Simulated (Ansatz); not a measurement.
Species: SiAsH4, charge 0, doublet. SiAsH4 (SMILES [SiH3][AsH], doublet).
B3LYP-D3(BJ)/def2-TZVP minimum from Ansatz (a program for electronic structure):
```
Si
H 1 1.4813
H 1 1.4834 2 108.94
H 1 1.4834 2 108.94 3 -118.43
As 1 2.3752 2 108.82 4 -120.79
H 5 1.5315 1 90.59 2 180.00
```
Charge 0, spin multiplicity 2.

Total energies in def2-TZVPP, 13 correlated electrons, 19 frozen orbitals. Radicals and triplets start from unrestricted determinants; spin-orbit coupling is neglected. Cores are frozen in correlated methods (noble-gas shells, and filled d and f shells in the p block). No relativity.

| method | program | energy (Eh) | minus CCSDT(Q) (mEh) |
|---|---|---|---|
| HF | Ansatz | -2525.46268 | 302.97 |
| MP2 | Ansatz | -2525.71038 | 55.28 |
| CCSD | Ansatz | -2525.75357 | 12.09 |
| CCSD(T) | Ansatz | -2525.76380 | 1.86 |
| CCSDT(Q) | Ansatz | -2525.76566 | 0.00 |

Rough core times of Ansatz's runs on a shared machine: CCSD(T) under 20 s, CCSDT(Q) 50 min.
